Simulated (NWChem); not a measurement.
The numbers come from NWChem runs, not from measurements. System: H$_{2}$O$_{2}$Zn, charge 0, spin multiplicity 1, at a geometry optimised with PBE0/def2-SVP. The structure started from a generated list of species. Level: TD-LDA (SVWN5)/def2-SVP.

Input file:

```
start mol
memory heap 200 mb stack 900 mb global 1100 mb
geometry units angstroms nocenter noautoz
  Zn     0.000000     0.000000     0.006604
  O      0.213902     1.752246    -0.071074
  H     -0.404988     2.252772     0.469530
  O     -0.213902    -1.752246    -0.071074
  H      0.404988    -2.252772     0.469530
  symmetry group C2
end
basis spherical
  * library def2-svp
end
dft
  xc slater vwn_5
  semidirect memsize 60000000 filesize 0
  iterations 100
end
tddft
  rpa
  nroots 6
  notriplet
  thresh 1e-4
end
task tddft energy
```

Part of the output:

```
             Northwest Computational Chemistry Package (NWChem) 7.3.0
             --------------------------------------------------------

                                NWChem Input Module
                                -------------------

 Scaling coordinates for geometry "geometry" by  1.889725989
 (inverse scale =  0.529177249)

 Turning off AUTOSYM since
 SYMMETRY directive was detected!

                             Geometry "geometry" -> ""
                             -------------------------

 Output coordinates in angstroms (scale by  1.889725989 to convert to a.u.)

  No.       Tag          Charge          X              Y              Z
 ---- ---------------- ---------- -------------- -------------- --------------
    1 Zn                  30.0000     0.00000000     0.00000000     0.00660400
    2 O                    8.0000     0.21390200     1.75224600    -0.07107400
    3 H                    1.0000    -0.40498800     2.25277200     0.46953000
    4 O                    8.0000    -0.21390200    -1.75224600    -0.07107400
    5 H                    1.0000     0.40498800    -2.25277200     0.46953000

 Effective nuclear repulsion energy (a.u.)     177.9494719559

            Nuclear Dipole moment (a.u.)
            ----------------------------
        X                 Y               Z
 ---------------- ---------------- ----------------
     0.0000000000    -0.0000000000    -0.0000075589

      Symmetry information
      --------------------

 Group name             C2
 Group number              4
 Group order               2
 No. of unique centers     3

      Symmetry unique atoms

     1    2    3


 Summary of "ao basis" -> "" (spherical)
 ------------------------------------------------------------------------------
       Tag                 Description            Shells   Functions and Types
 ---------------- ------------------------------  ------  ---------------------
 *                          def2-svp                  on all atoms

                                 NWChem DFT Module
                                 -----------------
[...]
  Root   4 singlet a              0.225509856 a.u.                6.1364 eV
  ----------------------------------------------------------------------------
     Transition Moments    X -0.00000   Y -0.00000   Z -0.35870
     Transition Moments   XX -0.56025  XY  0.72506  XZ -0.00000
     Transition Moments   YY  2.10710  YZ -0.00000  ZZ -0.65223
     Dipole Oscillator Strength                    0.0193430782
     Electric Quadrupole                           0.0000001821
     Magnetic Dipole                               0.0000000970
     Total Oscillator Strength                     0.0193433573

          sigma_e =   2.2210 Angstrom
          sigma_h =   1.8847 Angstrom
         |d_h->e| =   0.0066 Angstrom
            d_exc =   2.9809 Angstrom
            d_CD1 =   0.3429 Angstrom
            d_CD2 =  -2.0463 Angstrom
            d_CD3 =   2.9875 Angstrom
     Pearson C.C. =  -0.0478

     Occ.   20  a   ---  Virt.   25  a   -0.05450 X
     Occ.   21  a   ---  Virt.   25  a    0.97676 X
     Occ.   21  a   ---  Virt.   27  a   -0.09443 X
     Occ.   22  b   ---  Virt.   26  b   -0.09647 X
     Occ.   23  a   ---  Virt.   27  a   -0.10374 X
     Occ.   24  b   ---  Virt.   26  b   -0.08163 X
     Occ.   24  b   ---  Virt.   28  b   -0.05765 X
  ----------------------------------------------------------------------------
  Root   5 singlet a              0.264818509 a.u.                7.2061 eV
  ----------------------------------------------------------------------------
     Transition Moments    X -0.00000   Y -0.00000   Z  0.05512
     Transition Moments   XX -0.50984  XY  0.14807  XZ  0.00000
     Transition Moments   YY  0.54514  YZ  0.00000  ZZ  0.32063
     Dipole Oscillator Strength                    0.0005363913
     Electric Quadrupole                           0.0000000327
     Magnetic Dipole                               0.0000000841
     Total Oscillator Strength                     0.0005365081

          sigma_e =   1.7585 Angstrom
          sigma_h =   1.8863 Angstrom
         |d_h->e| =   0.1719 Angstrom
            d_exc =   2.6213 Angstrom
            d_CD1 =   0.2997 Angstrom
            d_CD2 =  -1.6505 Angstrom
            d_CD3 =   2.7932 Angstrom
     Pearson C.C. =  -0.0289

     Occ.   22  b   ---  Virt.   26  b   -0.07396 X
     Occ.   23  a   ---  Virt.   27  a   -0.31420 X
     Occ.   24  b   ---  Virt.   26  b    0.94454 X
  ----------------------------------------------------------------------------
  Root   6 singlet b              0.269839789 a.u.                7.3427 eV
  ----------------------------------------------------------------------------
     Transition Moments    X -0.11862   Y -0.01435   Z -0.00000
     Transition Moments   XX  0.00000  XY -0.00000  XZ  0.07490
     Transition Moments   YY  0.00000  YZ -0.31410  ZZ -0.00000
     Dipole Oscillator Strength                    0.0025681219
     Electric Quadrupole                           0.0000000109
     Magnetic Dipole                               0.0000000474
     Total Oscillator Strength                     0.0025681802

          sigma_e =   1.6999 Angstrom
          sigma_h =   1.8786 Angstrom
         |d_h->e| =   0.0865 Angstrom
            d_exc =   2.5642 Angstrom
            d_CD1 =   0.2652 Angstrom
            d_CD2 =  -1.7028 Angstrom
            d_CD3 =   2.6507 Angstrom
     Pearson C.C. =  -0.0233

     Occ.   21  a   ---  Virt.   26  b   -0.06154 X
     Occ.   23  a   ---  Virt.   26  b   -0.79186 X
     Occ.   24  b   ---  Virt.   27  a    0.60526 X

              Target root =      1
          Target symmetry = none
      Ground state energy =  -1926.720033222067
        Excitation energy =      0.171712910357
     Excited state energy =  -1926.548320311710

  stored tddft:energy   -1926.5483203117101

 Task  times  cpu:       29.5s     wall:       29.5s

 Total times  cpu:       29.5s     wall:       29.5s
```
